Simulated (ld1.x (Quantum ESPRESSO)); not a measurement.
# Building the TM semilocal potential for lead (PBE, scalar-relativistic).

* Element: Pb (Z = 82)
* Generator: ld1.x (Quantum ESPRESSO) 7.5
* Type: norm-conserving Troullier–Martins (semilocal form)
* Functional: PBE
* Relativity: scalar-relativistic
* Frozen core: [Xe] 4f14
* Valence charge: 14
* Reference configuration: 5d10 6s2 6p1.75 (charge +0.25)
* Partial waves: 6s (bound): rc 1.60 bohr; 6p (bound): rc 2.90 bohr; 5d (bound): rc 1.95 bohr
* Local potential: the d channel
* Core correction: Bessel-smoothed model core inside 1.65 bohr

Calculated quality:

- Cutoffs needed: 55 Ry and 100 Ry (the cutoffs (Ry, on a coarse ladder) from which the occupation-weighted sum of valence levels, in a spherical-Bessel basis at the reference potential, stays within 10 and 1 mRy of its value at 400 Ry)
- Ghost test: no extra level below or beside the all-electron valence levels (s, p, d tested); the semilocal form is local in each channel, so this says nothing of the separable form that plane-wave codes build from it (spherical-Bessel basis up to 400 Ry, 20 bohr box)
- Largest excitation error: -87 meV (all-electron minus pseudo) for 5d9 6s2 6p3, out of 7 test configurations

Generation and tests took about 1.8 s on one core of a shared server CPU.
